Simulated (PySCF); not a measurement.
PySCF job for H2O2Pb, SMILES [OH][Pb][OH] (connectivity only; charge and spin as stated), neutral, multiplicity 1, B3LYP-D3(BJ)/def2-TZVP. The structure is a stationary point at B3LYP-D3(BJ)/def2-TZVP. The def2 effective core potentials stand for the cores of Pb; spin–orbit coupling is left out. One conformer was computed; it need not be the lowest.

```python
import numpy as np
from pyscf import gto, scf, dft, df
from pyscf.hessian import thermo

mol = gto.M(
    atom='''
    Pb    0.27040974    0.02241931    0.00000000
    O    -1.23778532    1.46857257    0.00000000
    H    -2.10723275    1.04648766    0.00000000
    O    -1.16767296   -1.52597379    0.00000000
    H    -0.82269939   -2.42566140    0.00000000
    ''',
    basis='def2-TZVP',
    ecp={'Pb': 'def2-tzvp'},
    charge=0,
    spin=0,
    max_memory=1600,
    verbose=3,
)
mf = dft.RKS(mol, xc='b3lyp').density_fit(auxbasis='def2-universal-jkfit')
mf.disp = 'd3bj'
mf.grids.level = 3
mf.conv_tol = 1e-11
mf.max_cycle = 100
mf.kernel()

# [left out here: the lines that compute and print the analytic Hessian (its translational invariance restored by hand, since the grid's response is missing), thermochemistry and intensities]
```

Log of the run:

```
converged SCF energy = -344.715049805738

WARN: DFTD3 does not support analytical Hessian, using finite difference


WARN: Mole.unit (angstrom) is changed to Bohr

Mode                                 0                   1                   2
Irrep
Freq [cm^-1]                      156.6654            328.0968            444.7751
Reduced mass [au]                   5.3232              1.1030              1.1009
Force const [Dyne/A]                0.0770              0.0700              0.1283
Char temp [K]                     225.4067            472.0582            639.9323
Normal mode                   x     y     z       x     y     z       x     y     z
       0  Pb                -0.02 -0.00 -0.00    0.00  0.00  0.00    0.00  0.00 -0.00
       1   O                 0.10  0.12  0.00    0.00  0.00 -0.01    0.00  0.00  0.07
       2   H                 0.02  0.28  0.00    0.00 -0.00 -0.17    0.00 -0.00 -0.94
       3   O                 0.11 -0.12 -0.00   -0.00 -0.00  0.07   -0.00 -0.00  0.01
       4   H                 0.23 -0.07  0.00    0.00  0.00 -0.93   -0.00 -0.00  0.17
Mode                                 3                   4                   5
Irrep
Freq [cm^-1]                      508.1164            539.5285            688.3486
Reduced mass [au]                  11.3889             11.5944              1.0968
Force const [Dyne/A]                1.7324              1.9885              0.3062
Char temp [K]                     731.0663            776.2614            990.3804
Normal mode                   x     y     z       x     y     z       x     y     z
       0  Pb                -0.01 -0.02 -0.00    0.02 -0.01  0.00   -0.00  0.00  0.00
       1   O                -0.07  0.06  0.00   -0.16  0.15 -0.00    0.01 -0.01 -0.00
       2   H                -0.06  0.04 -0.00   -0.13  0.07  0.00   -0.05  0.11 -0.00
       3   O                 0.14  0.16  0.00   -0.06 -0.06 -0.00    0.07 -0.01  0.00
       4   H                 0.08  0.14 -0.00   -0.07 -0.07  0.00   -0.87 -0.36 -0.00
Mode                                 6                   7                   8
Irrep
Freq [cm^-1]                      767.3468           3782.1522           3815.6499
Reduced mass [au]                   1.1129              1.0666              1.0672
Force const [Dyne/A]                0.3861              8.9892              9.1548
Char temp [K]                    1104.0412           5441.6749           5489.8706
Normal mode                   x     y     z       x     y     z       x     y     z
       0  Pb                -0.00 -0.00  0.00    0.00  0.00  0.00   -0.00 -0.00  0.00
       1   O                 0.02  0.07 -0.00    0.06  0.03 -0.00   -0.00 -0.00 -0.00
       2   H                 0.44 -0.83  0.00   -0.88 -0.41  0.00    0.02  0.01 -0.00
       3   O                 0.02 -0.01 -0.00   -0.00  0.00 -0.00   -0.02  0.06  0.00
       4   H                -0.09 -0.05 -0.00    0.01 -0.02  0.00    0.34 -0.91 -0.00
temperature 298.1500 [K]
pressure 101325.00 [Pa]
Rotational constants [GHz] 7.68702 6.40654 3.49431
Symmetry number 1
Zero-point energy (ZPE) 0.02513 [Eh]   65978.116 [J/mol]
                           tot       elec      trans        rot        vib
Entropy [J/mol/K]       308.830      0.000    177.162    104.761     26.907
Cv [J/mol/K]             61.927      0.000     12.472     12.472     36.984
Cp [J/mol/K]             70.242      0.000     20.786     12.472     36.984
Internal energy [J/mol]                      3718.434   3718.434  70984.243
Internal energy [Eh]   -344.68518  -344.71505
Enthalpy [J/mol]                             6197.391   3718.434  70984.243
Enthalpy [Eh]          -344.68424
Gibbs free energy [J/mol]                  -46623.334 -27516.002  62961.783
Gibbs free energy [Eh] -344.71931
static polarisability / bohr^3: [[52.517 -0.136  0.   ]
 [-0.131 54.279  0.   ]
 [-0.    -0.    32.984]]
largest difference of analytic and finite-field dipole derivatives / e: 0.0012333513907647475
mode   freq/cm-1   IR/(km/mol)   Raman/(A^4/amu)   depolarisation
   1      156.67         8.850             3.122            0.735
   2      328.10       138.654             2.415            0.750
   3      444.78        83.260             1.941            0.750
   4      508.12       113.105            11.328            0.591
   5      539.53        85.378            17.306            0.177
   6      688.35        68.682             0.668            0.529
   7      767.35        51.762             0.354            0.206
   8     3782.15        45.999           111.940            0.206
   9     3815.65        38.723           150.301            0.263
max |gradient| / (hartree/bohr): 0.00014619576189431002
APT charges: [ 1.1499 -0.7804  0.22   -0.8051  0.2155]
```

Self-consistency was reached.

Cost: very roughly 2.0 core-minutes.
